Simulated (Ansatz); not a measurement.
Gas-phase electronic energies from Ansatz, PBE0-D4/def2-TZVP geometries. CCSD(T)/CBS adds triple-zeta CCSD(T) − MP2 to the extrapolated MP2 energy (def2 sets, frozen cores). Functionals use def2-TZVPP. HSE06 is defined as in plane-wave codes. Elements past krypton have def2 core potentials. For Sn outer-core shells are correlated without core-valence functions, which leaves a few kJ/mol of doubt a bond. One conformer a species, not always the lowest.

`B[CH2][SnH3]` + `C[SiH](F)P` → `BP[SiH](C)F` + `[CH3][SnH3]`  (ligand exchange at a B–C bond)

```csv
level,ΔE (kJ/mol)
PBE-D4,-15.4
revPBE-D4,-15.6
PBE0-D4,-14.1
BHLYP-D4,-11.7
ωB97M-V,-7.2
BLYP,-14.2
HSE06,-13.9
HF/def2-SVP,-13.9
```

What does CCSD(T)/CBS give? (An estimate is asked.)

Ansatz gave: -9.8 kJ/mol. The listed levels differ from it by -5.6, -5.8, -4.3, -1.9, 2.6, -4.4, -4.1, -4.1 kJ/mol.

Largest T1 diagnostic among the species: 0.015.

Leaving LDA and LC-ωPBE aside and taking each functional with its dispersion term where it has one, the values, not all of them listed here, spread over 9.1 kJ/mol, from B97M-V to ωB97M-V. LDA lies +3.9 kJ/mol from PBE without D4.
